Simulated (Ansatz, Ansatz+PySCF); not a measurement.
```xyz
4

C     0.0000    0.0000   -1.0216
S     0.0000    0.0000    0.5847
H     0.0000   -0.9297   -1.6128
H     0.0000    0.9297   -1.6128
```

Basis set: def2-SVP (spherical functions). Frozen core: 6 orbitals. Charge 0, multiplicity 1.

Computed with Ansatz (development build ahead of 0.2.0); each method stands on the lowest determinant of its kind that the runs found. Restricted open shells among the atoms or ions are ROHF, correlated in semicanonical orbitals with singles. Restricted functionals stand beside restricted open-shell atoms, which can lie above the unrestricted atoms usual in DFT and then raise those values.

Problem. Give the atomization energy at this shape (free ground-state atoms in the same class of orbitals less the molecule, no zero-point energy) of singlet CH2S by ωB97X (restricted), ωB97X (unrestricted), r²SCAN (restricted), r²SCAN (unrestricted), PBE0 (restricted), PBE0 (unrestricted), PBE (restricted), PBE (unrestricted), RHF-CCSD(T), UHF-CCSD(T), RHF-MP2, UHF-MP2, UHF, RHF.

Solution.

| method | atomization energy |
| --- | --- |
| ωB97X (restricted) | 1355.0 kJ/mol |
| ωB97X (unrestricted) | 1343.7 kJ/mol |
| r²SCAN (restricted) | 1367.4 kJ/mol |
| r²SCAN (unrestricted) | 1354.5 kJ/mol |
| PBE0 (restricted) | 1362.0 kJ/mol |
| PBE0 (unrestricted) | 1353.7 kJ/mol |
| PBE (restricted) | 1397.8 kJ/mol |
| PBE (unrestricted) | 1391.5 kJ/mol |
| RHF-CCSD(T) | 1280.0 kJ/mol |
| UHF-CCSD(T) | 1277.4 kJ/mol |
| RHF-MP2 | 1284.5 kJ/mol |
| UHF-MP2 | 1247.4 kJ/mol |
| UHF | 945.3 kJ/mol |
| RHF | 959.1 kJ/mol |

Caution for UHF-CCSD(T), UHF-MP2, UHF: the unrestricted determinant is spin contaminated. Caution for UHF-MP2: another reference gives a lower total.
